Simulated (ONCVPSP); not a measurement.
**Before and after: ONCV potential for manganese (Mn)**

| Property | Result |
| --- | --- |
| Element | manganese |
| Generator | ONCVPSP 4.0.1 |
| Type | optimised norm-conserving Vanderbilt (ONCV) |
| Functional | PBE |
| Relativity | scalar-relativistic |
| Frozen core | [Ar] |
| Valence charge | 7 |
| Reference configuration | 3d5 4s2 |
| Partial waves | 4s: rc 2.55 bohr, ncon 3, nbas 6, qcut 2.8 1/bohr, 2 projectors, debl 3.8 Ha; p scattering state at 0.19 Ha: rc 2.35 bohr, ncon 4, nbas 8, qcut 4.2 1/bohr, 2 projectors, debl 3.1 Ha; 3d: rc 1.25 bohr, ncon 3, nbas 7, qcut 12.2 1/bohr, 2 projectors, debl 1.2 Ha |
| Local potential | polynomial inside 1.15 bohr (lpopt 5, dvloc0 6 Ha) |
| Core correction | Teter function, fcfact 4.75, rcfact 1.1 |

In the p channel the program set the typed energies aside and used 0.050, 3.150 Ha.

Change: core correction Teter function, parameters optimised by the program.

Cutoffs: the cutoffs (Ha) at which the residual kinetic energy of the hardest occupied pseudo-wave falls to 1 and 0.1 mHa per electron; they do not see the model core or the augmentation charge, which bear on the density cutoff. Errors are all-electron minus pseudo energies relative to the spin-unpolarised reference configuration.

Task: Predict the effect on cutoff, ghosts and configuration errors.

Result: The potential gets neither clearly harder nor softer (56 Ha and 63 Ha → 56 Ha and 63 Ha); of the 4 tests that both files solve, the error grows in 2 and shrinks in 2 by more than 15 % and 0.3 meV (median size 27.1 → 13.2 meV); neither file shows a bound ghost. A model core, the more so a compact one, raises the density cutoff, which this test does not measure.

| quantity | base | changed |
| --- | --- | --- |
| cutoff, loose | 56 Ha | 56 Ha |
| cutoff, tight | 63 Ha | 63 Ha |
| bound ghosts | none | none |
| GHOST(+) flags under 300 eV | s at 88.7 eV, p at 137.2 eV | s at 88.7 eV, p at 137.2 eV |
| error for 3d5 4s1, meV [ΔE 8.42 eV] | +3.2 | -2.5 |
| error for 3d5 4s0, meV [ΔE 24.02 eV] | +57 | +14 |
| error for 3d4 4s0, meV [ΔE 56.53 eV] | +47 | -154 |
| error for 3d5 4s0 4p1, meV [ΔE 13.16 eV] | +7.5 | -13 |
| s: phases at 2.59 bohr within 0.05 rad from the reference energy up to (Ha; the scan ends near 5) | 1.5 | 1.5 |
| p: phases at 2.38 bohr within 0.05 rad from the reference energy up to (Ha; the scan ends near 5) | 3.6 | 3.6 |
| d: phases at 1.27 bohr within 0.05 rad from the reference energy up to (Ha; the scan ends near 5) | to the end of the scan | to the end of the scan |
| rms error of d²Exc/dni dnj with the model core, mHa | 9.08 | 0.03 |
